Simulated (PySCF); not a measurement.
## Peak assignment

Geometry (Å), atoms numbered from 1 in this order:
```xyz
15

O    -0.307   -5.764    0.159
C     0.361   -5.026    0.835
C     0.368   -3.608    0.759
C     0.375   -2.395    0.693
C     0.391   -1.044    0.631
C     0.390    0.168    0.558
Si    0.437    2.020    0.500
N    -0.735    2.347   -0.779
C    -0.895    3.652   -1.027
O    -0.273    4.482   -0.405
H     1.058   -5.410    1.610
H    -0.060    2.555    1.762
H     1.760    2.456    0.069
H    -1.258    1.664   -1.303
H    -1.618    3.911   -1.818
```

[PySCF 2.14.0 with density-fitted response routines: GIAO PBE0/pcSseg-1 shieldings; structure optimised with GFN2-xTB; single conformer; relativity neglected; rapidly exchanging positions averaged; in vacuum]

Shifts are taken against calculated references (same method and geometry level): TMS for 13C (σ = 186.93 ppm), 1H (σ = 31.72 ppm).

Question: Assign these signals to the numbered atoms. 13C{1H} NMR (computed): δ 180.8 (CH), 169.5 (CH), 103.9 (C), 97.2 (C), 88.2 (C), 76.1 (C).

Answer: 
| δ (ppm) | atoms | environment | reason |
| --- | --- | --- | --- |
| 180.8 | C2 | aldehyde carbonyl carbon | the double bond to the heteroatom, with no lone-pair donor beside it, deshields it most |
| 169.5 | C9 | amide carbonyl carbon | it is a carbonyl in resonance with an O or N lone pair, the region of acids, esters and amides |
| 103.9 | C6 | alkyne carbon | the triple bond shields along its axis, which puts it between sp3 and sp2 carbons |
| 97.2 | C5 | alkyne carbon | – |
| 88.2 | C4 | alkyne carbon | – |
| 76.1 | C3 | alkyne carbon | – |

Question: Assign these signals to the numbered atoms. 1H NMR (600 MHz, computed): δ 9.58 (s, 1H), 8.45 (s, 1H), 5.21 (s, 2H), 4.64 (br s, 1H).

Answer: 
```tsv
δ (ppm)	atoms	environment	reason
9.58	H11	hydrogen on an aldehyde carbonyl carbon	the formyl region, downfield of aromatic protons
8.45	H15	hydrogen on an amide carbonyl carbon	–
5.21	H12/H13	hydrogen on a silicon bonded to C, N	–
4.64	H14	hydrogen on an amide-type nitrogen	exchangeable, gas-phase position
```

OH/NH shifts are gas-phase values; hydrogen bonding in solution moves them, usually downfield. Shifts are as computed. Against solution values, carbons near 30 ppm lie about +3 ppm off and those near 130 ppm about +5 ppm. Of 1309 compounds with measured shifts, 239 miss one by over three times the rms of a fit or turn the order of signals round; such compounds aren't used in these exercises. Hydrogen bonding in solution deshields acid and N–H amide carbonyl carbons by as much as 10 ppm beyond these values. No couplings were computed; multiplicities are counted from neighbouring protons, with m where these are inequivalent, close in shift, in a saturated or five-membered ring or joined by F or P, and br s for small geminal =CH2 splittings.
